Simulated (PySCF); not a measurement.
**How methods differ on the excitation energy of Pd**

Pd [Kr] 4d10 (1S) → Pd [Kr] 4d9 5s1 (3D), as a difference of total energies. Calculation: PySCF 2.14, in def2-QZVPPD with the def2 core potential (28 electrons); scalar relativity through the core potential. Correlated levels: valence: 4s2 4p6 frozen; valence and next inner shell: nothing frozen outside the core potential. The calculations carry no spin-orbit coupling.

```tsv
method	excitation energy (cm⁻¹)
UHF	-648.59
LDA	7647.9
PBE	6499.9
PBE0	5995.2
r2SCAN	4617.2
r2SCANh	4589.7
r2SCAN0	4531.4
M06	11817
LC-wPBE	7220.6
MP2 (valence)	10390
SCS-MP2 (valence)	10017
MP2 (valence and next inner shell)	10234
SCS-MP2 (valence and next inner shell)	9459.3
```
